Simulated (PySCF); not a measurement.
Sc: excitation energy

Sc [Ar] 3d1 4s2 (2D) → Sc [Ar] 4s2 5s1 (2S), as a difference of total energies. Calculation: PySCF 2.14, in dyall-av2z; no relativity, point nucleus. Correlated levels: valence: [Ar] frozen; virtual orbitals above 40 to 60 times the deepest correlated orbital energy dropped. The calculations carry no spin-orbit coupling.

```json
{"method": "UHF", "excitation energy (eV)": "5.373"}
{"method": "MP2 (valence)", "excitation energy (eV)": "5.347"}
{"method": "SCS-MP2 (valence)", "excitation energy (eV)": "5.331"}
{"method": "CCSD (valence)", "excitation energy (eV)": "5.366"}
{"method": "CCSD(T) (valence)", "excitation energy (eV)": "5.341"}
```

Question: How much does correlation contribute at CCSD(T) (valence)?

Answer: 5.341 − (5.373) = -0.032 eV, measured against UHF.

A first-order spin-orbit estimate (lowest level to lowest level, LS coupling) adds 0.014 eV.

The promoted electron is Rydberg-like, and one or two diffuse shells describe it only roughly, which tends to raise the upper state.
